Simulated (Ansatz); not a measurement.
A nudged elastic band was laid between two geometries of C$_{4}$H$_{6}$BF (12 atoms, charge 0, multiplicity 1).

Computed with RKS PBE-D4/6-31G* in Ansatz.

```json
{"movable images": "9", "climbing image": "yes", "spring": "5.0 eV/Å²", "optimiser": "quadratic models (default)", "start path": "IDPP", "force threshold": "0.05 eV/Å", "iteration limit": "60", "end points": "relaxed"}
```

Image 0:

```xyz
12
Properties=species:S:1:pos:R:3
C -0.707 -2.734 0.561
C -0.250 -1.631 0.021
C 0.189 -0.472 -0.469
F 0.839 -0.477 -1.683
B -0.004 0.868 0.272
C 0.513 2.226 -0.313
H -1.724 -3.095 0.362
H -0.090 -3.342 1.236
H -0.579 0.820 1.334
H 1.201 2.708 0.409
H -0.331 2.937 -0.412
H 1.020 2.138 -1.286
```

Image 10:

```xyz
12
Properties=species:S:1:pos:R:3
C -0.337 -2.327 -0.038
C 0.147 -1.249 -0.605
C 0.604 -0.101 -1.105
F 1.267 -0.127 -2.308
B 0.421 1.255 -0.388
C -0.317 1.405 0.985
H -1.356 -2.679 -0.243
H 0.262 -2.931 0.657
H 0.883 2.228 -0.939
H -1.150 2.128 0.881
H 0.365 1.873 1.722
H -0.713 0.470 1.416
```

What changes between the two ends?

No bond is made or broken. The dihedral F4–C3–B5–C6 goes from 0 to 180°.

What energy profile does the band end with?

The forces met the threshold. The highest image is number 5 of 0 to 10, 0.51 eV above the first end and 0.48 eV above the last; the last end lies 0.02 eV above the first. A vibrational analysis at the climbing image gives 2 clearly imaginary modes (191i, 72i cm⁻¹): a point of higher order, so a lower path passes nearby.

```tsv
image	path coordinate (Å)	energy (eV)	dihedral F4–C3–B5–C6 (°)
0	0.00	0.00	0
1	0.76	0.02	11
2	1.53	0.08	22
3	2.29	0.20	37
4	3.06	0.40	61
5	3.82	0.51	88
6	4.56	0.42	114
7	5.31	0.25	137
8	6.05	0.12	155
9	6.79	0.05	170
10	7.53	0.02	180
```

What is the geometry of the highest image?


```xyz
12
Properties=species:S:1:pos:R:3
C -0.988 -2.522 -0.128
C -0.067 -1.579 -0.103
C 0.777 -0.576 -0.021
F 2.059 -0.667 -0.543
B 0.552 0.850 0.620
C 0.030 2.073 -0.201
H -1.701 -2.617 -0.959
H -1.077 -3.268 0.673
H 0.835 1.003 1.787
H 0.729 2.925 -0.095
H -0.907 2.434 0.273
H -0.165 1.889 -1.269
```

The run took 2.3 min on 2 threads of Intel(R) Xeon(R) 6975P-C (Granite Rapids), with other jobs on the host, peak memory 0.17 GiB.
